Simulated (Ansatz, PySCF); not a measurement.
BF₃, SMILES [B-](F)(F)F, charge -1, multiplicity 2. Atoms are numbered in the order given.

```xyz
4

B      0.0000     0.0000    -0.3828
F      1.1574     0.6682     0.0591
F     -1.1574     0.6682     0.0591
F      0.0000    -1.3365     0.0591
```
Charge -1, spin multiplicity 2.

Geometry: B3LYP-D3(BJ)/def2-SVPD.

Two levels are set side by side: PBE-D3(BJ)/def2-SVPD (Ansatz, a first-principles code) and B3LYP-D3(BJ)/def2-SVPD (Ansatz). Each level has its own optimised geometry; the coordinates shown are those of the second. Frequencies come from the Hessian of PySCF at each geometry. Differences are taken from unrounded values.

```tsv
quantity	B3LYP-D3(BJ)
mean bond length (Å)	1.408
bond B1–F2 (Å)	1.408
bond B1–F3 (Å)	1.408
bond B1–F4 (Å)	1.408
highest harmonic wavenumber (cm⁻¹)	1031
mean harmonic wavenumber (cm⁻¹)	710
zero-point energy (kcal/mol)	6.09
```

What does PBE-D3(BJ) give, and how far is it from B3LYP-D3(BJ)? (The exact figures need the calculation; the answer reports its results.)


| quantity | PBE-D3(BJ) | PBE-D3(BJ) minus B3LYP-D3(BJ) |
|---|---|---|
| mean bond length (Å) | 1.417 | 0.009 |
| bond B1–F2 (Å) | 1.417 | 0.009 |
| bond B1–F3 (Å) | 1.417 | 0.009 |
| bond B1–F4 (Å) | 1.417 | 0.009 |
| highest harmonic wavenumber (cm⁻¹) | 1005 | -26 |
| mean harmonic wavenumber (cm⁻¹) | 688 | -22 |
| zero-point energy (kcal/mol) | 5.90 | -0.19 |

Exact exchange shortens and stiffens bonds; PBE has none. Differences between two approximate levels are no errors against the true value.
